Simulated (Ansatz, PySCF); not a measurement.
Ansatz (a quantum-chemistry and plane-wave program) was given this input:
Ansatz 0.2 input:
```yaml
crystal:
  periodic: [false, false, false]
  atoms:
    - {symbol: Bi, position_ang: [0.00000000, 0.00000000, 0.00000000]}
basis:
  gaussian:
    orbitals: def2-TZVP
hamiltonian:
  xc: {name: BHLYP}
magnetization: {spin_polarized: true, initial_magnetization: 3}
accuracy: high
```

**Question.** Give the equivalent PySCF input.

**Answer.** One answer among several that fit: 
```python
from pyscf import gto, scf, dft

mol = gto.Mole()
mol.atom = '''
    Bi    0.000000    0.000000    0.000000
'''
mol.basis = 'def2-tzvp'
mol.ecp = {'Bi': 'def2-tzvp'}
mol.charge = 0
mol.spin = 3
mol.verbose = 4
mol.build()

mf = dft.UKS(mol)
mf.xc = 'bhandhlyp'
mf.grids.atom_grid = (99, 590)
mf.grids.prune = None
mf.kernel()
```

Both were run: Ansatz gave -214.502071 Eh and PySCF -214.502071 Eh, 0.000 mEh apart.
